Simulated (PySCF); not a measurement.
A structure optimised at B3LYP-D3(BJ)/def2-SVP, used in a PySCF frequency run:

```
C
H 1 1.1018
H 1 1.1018 2 109.58
C 1 1.5064 2 115.79 3 -133.23
F 4 1.3241 1 130.33 2 65.16
C 4 1.3387 5 135.14 1 180.00
F 6 1.3241 4 135.14 5 0.00
C 6 1.5064 7 130.33 4 180.00
H 8 1.1018 6 115.79 7 -65.16
H 8 1.1018 9 109.58 6 -133.23
```
Charge 0, spin multiplicity 1.

Task: Write its SMILES, formula and point group.

Result: FC1=C(F)CC1, C₄H₄F₂, C2v

Task: What are its rotational constants (standard atomic weights)?

Result: 4.8099, 3.7878, 2.1787 GHz
